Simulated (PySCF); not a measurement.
# Working out the excitation energy of Ge²⁺

Ge²⁺ [Ar] 3d10 4s2 (1S) → Ge²⁺ [Ar] 3d10 4s1 4p1 (3P). Computed with PySCF 2.14 in aug-cc-pVDZ-PP with ECP10MDF, with a scalar-relativistic core potential. Frozen: 3s2 3p6 3d10. Energies in hartree (1 hartree = 27.21139 eV):

```
            part  Ge²⁺ (lower)  Ge²⁺ (upper)
             UHF   -292.510073   -292.272551
CCSD correlation     -0.037777     -0.003300
             (T)      0.000000      0.000000
```

Question: What does Hartree-Fock give?

Answer: (-292.272551) − (-292.510073) = 0.237522 hartree = 6.463 eV.

Question: What do CCSD and CCSD(T) give?

Answer: The CCSD correlation energies differ by 0.034477 hartree = 0.938 eV and the triples by 0.000000 hartree = 0.000 eV, so CCSD gives 7.401 eV and CCSD(T) 7.401 eV.

A double-zeta basis recovers only part of the correlation energy.
